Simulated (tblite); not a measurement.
Species: C8H9BS.
Numbering: `[BH2:1][CH2:2][c:3]1[cH:4][c:5]([CH2:6][C:7]#[CH:8])[cH:9][s:10]1` (hydrogens: H11, H12 on B1; H13, H14 on C2; H15 on C4; H16, H17 on C6; H18 on C8; H19 on C9)

Computed with GFN2-xTB (tblite), gas phase: L-BFGS steps from a force-field or distance-geometry start until the largest atomic force falls under 0.01 eV/Å.

Step 56: E = -710.1390 eV
```
atom  x, y, z in Å  |  force x, y, z in eV/Å
B1      3.4285    0.0940    0.4502   -0.027   0.044  -0.107
C2      2.5155    0.9299   -0.5276   -0.075   0.021  -0.031
C3      1.2518    0.1241   -0.5076   -0.022   0.036   0.016
C4      0.1417    0.3131    0.2572   -0.006  -0.022   0.023
C5     -0.8922   -0.6230   -0.0009    0.001   0.004  -0.015
C6     -2.2381   -0.5836    0.6650   -0.014  -0.011   0.003
C7     -3.1328    0.3299   -0.0271    0.057  -0.006   0.031
C8     -3.8575    1.0866   -0.6045   -0.022   0.011   0.010
C9     -0.5360   -1.5267   -0.9511    0.040  -0.014   0.007
S10     1.0531   -1.2477   -1.5541    0.006  -0.019   0.022
H11     4.1274   -0.7332    0.0164    0.004  -0.064   0.020
H12     3.3536    0.2700    1.6007   -0.020  -0.012   0.049
H13     2.8750    0.9888   -1.5553    0.046   0.013   0.046
H14     2.2777    1.9361   -0.1817    0.029   0.000  -0.005
H15     0.0535    1.0951    0.9919   -0.002   0.027  -0.059
H16    -2.1269   -0.2521    1.7018   -0.019  -0.013  -0.007
H17    -2.6867   -1.5807    0.6549    0.001  -0.014   0.028
H18    -4.5151    1.7440   -1.0915    0.044  -0.020  -0.006
H19    -1.1023   -2.3553   -1.3290   -0.019   0.038  -0.025
```

Step 57: E = -710.1406 eV
```
atom  x, y, z in Å  |  force x, y, z in eV/Å
B1      3.4242    0.0962    0.4468   -0.019  -0.010  -0.010
C2      2.5119    0.9349   -0.5288   -0.002   0.018  -0.002
C3      1.2530    0.1253   -0.5073   -0.034   0.011  -0.029
C4      0.1424    0.3120    0.2560   -0.019  -0.016   0.035
C5     -0.8897   -0.6250   -0.0010   -0.036  -0.023   0.000
C6     -2.2361   -0.5860    0.6650   -0.032   0.004   0.003
C7     -3.1295    0.3274   -0.0290    0.028   0.036   0.015
C8     -3.8548    1.0880   -0.6015    0.012  -0.020   0.017
C9     -0.5313   -1.5289   -0.9500    0.008  -0.011   0.009
S10     1.0553   -1.2461   -1.5542    0.040  -0.037   0.001
H11     4.1126   -0.7442    0.0162   -0.019  -0.019   0.016
H12     3.3531    0.2685    1.6016   -0.017  -0.005  -0.031
H13     2.8760    0.9957   -1.5536    0.034   0.012   0.005
H14     2.2731    1.9395   -0.1818    0.021   0.026   0.007
H15     0.0536    1.0943    0.9877   -0.012   0.068  -0.013
H16    -2.1251   -0.2517    1.7007   -0.013  -0.008   0.002
H17    -2.6914   -1.5804    0.6605    0.038  -0.019   0.011
H18    -4.5085    1.7462   -1.0929    0.041  -0.023   0.002
H19    -1.0987   -2.3564   -1.3267   -0.021   0.016  -0.038
```

Step 58: E = -710.1413 eV
```
atom  x, y, z in Å  |  force x, y, z in eV/Å
B1      3.4208    0.0964    0.4463   -0.017  -0.035   0.011
C2      2.5106    0.9371   -0.5293    0.022   0.017   0.004
C3      1.2526    0.1271   -0.5094   -0.035   0.001  -0.038
C4      0.1422    0.3123    0.2542   -0.022  -0.010   0.032
C5     -0.8890   -0.6259   -0.0019   -0.036  -0.029   0.008
C6     -2.2349   -0.5870    0.6656   -0.025   0.002   0.009
C7     -3.1279    0.3257   -0.0289    0.013   0.049   0.008
C8     -3.8534    1.0878   -0.5991    0.026  -0.031   0.016
C9     -0.5291   -1.5299   -0.9503   -0.004  -0.008   0.008
S10     1.0563   -1.2447   -1.5563    0.036  -0.039   0.007
H11     4.1077   -0.7470    0.0186   -0.022  -0.009   0.004
H12     3.3474    0.2632    1.6017   -0.020   0.008  -0.030
H13     2.8782    0.9983   -1.5522    0.030   0.013  -0.016
H14     2.2723    1.9414   -0.1824    0.016   0.034   0.012
H15     0.0529    1.0962    0.9838   -0.015   0.070  -0.002
H16    -2.1227   -0.2502    1.7002   -0.008  -0.003   0.011
H17    -2.6920   -1.5805    0.6662    0.047  -0.025  -0.002
H18    -4.5046    1.7461   -1.0931    0.030  -0.015   0.000
H19    -1.0973   -2.3571   -1.3264   -0.015   0.011  -0.042
```

Step 59: E = -710.1426 eV
```
atom  x, y, z in Å  |  force x, y, z in eV/Å
B1      3.4101    0.0936    0.4438   -0.014  -0.043   0.080
C2      2.5068    0.9436   -0.5294    0.045   0.007   0.001
C3      1.2500    0.1322   -0.5143   -0.025  -0.004  -0.028
C4      0.1403    0.3127    0.2519   -0.017   0.002   0.008
C5     -0.8879   -0.6295   -0.0037   -0.015  -0.027   0.027
C6     -2.2326   -0.5898    0.6668    0.000  -0.007   0.021
C7     -3.1234    0.3226   -0.0291    0.003   0.045   0.007
C8     -3.8469    1.0885   -0.5959    0.026  -0.026   0.001
C9     -0.5233   -1.5336   -0.9504   -0.034  -0.011   0.006
S10     1.0597   -1.2413   -1.5606    0.016  -0.034   0.031
H11     4.0858   -0.7612    0.0205   -0.028   0.003  -0.019
H12     3.3434    0.2602    1.6013   -0.027   0.014  -0.063
H13     2.8804    1.0075   -1.5494    0.021   0.012  -0.042
H14     2.2695    1.9472   -0.1810    0.012   0.037   0.023
H15     0.0495    1.1000    0.9783   -0.020   0.049  -0.006
H16    -2.1177   -0.2469    1.6987    0.002   0.001   0.028
H17    -2.6916   -1.5820    0.6775    0.052  -0.033  -0.026
H18    -4.4921    1.7490   -1.0934    0.010   0.000  -0.006
H19    -1.0898   -2.3635   -1.3240   -0.006   0.017  -0.044
```

Question: Estimate the geometry and energy of step 60. (The exact step hangs on the optimiser's Hessian estimate; all steps are aligned on step 59, rigid shifts and turns removed.)

Answer: E = -710.1436 eV, largest force 0.074 eV/Å
```
atom  x, y, z in Å  |  force x, y, z in eV/Å
B1      3.4024    0.0914    0.4442   -0.008  -0.058   0.046
C2      2.5051    0.9474   -0.5296    0.037   0.002   0.000
C3      1.2471    0.1365   -0.5190    0.001  -0.002  -0.011
C4      0.1383    0.3136    0.2498   -0.006   0.014  -0.016
C5     -0.8876   -0.6318   -0.0053    0.008  -0.015   0.039
C6     -2.2309   -0.5914    0.6685    0.021  -0.013   0.028
C7     -3.1203    0.3209   -0.0278    0.002   0.023   0.012
C8     -3.8428    1.0881   -0.5938    0.021  -0.016  -0.012
C9     -0.5205   -1.5362   -0.9511   -0.035   0.005   0.011
S10     1.0618   -1.2395   -1.5637   -0.013  -0.022   0.054
H11     4.0735   -0.7683    0.0225   -0.034   0.011  -0.028
H12     3.3370    0.2552    1.6002   -0.036   0.028  -0.017
H13     2.8838    1.0124   -1.5476    0.011   0.012  -0.045
H14     2.2691    1.9514   -0.1801    0.011   0.022   0.021
H15     0.0464    1.1046    0.9734   -0.023   0.017  -0.021
H16    -2.1135   -0.2440    1.6984    0.008  -0.002   0.035
H17    -2.6887   -1.5839    0.6857    0.041  -0.032  -0.037
H18    -4.4840    1.7501   -1.0933   -0.006   0.012  -0.013
H19    -1.0861   -2.3672   -1.3238   -0.001   0.015  -0.046
```

The energy changes by -0.0009 eV. The first-order estimate −F·Δx gives -0.0013 eV and the mean of the old and new forces, exact on a quadratic surface, -0.0009 eV. The step makes an angle of 77° with the force vector and moves no atom by more than 0.014 Å.

The cost below is that of the whole relaxation. Time: 1.9 s of wall time. Hardware: one thread of an Arm Neoverse N1, on a shared host.
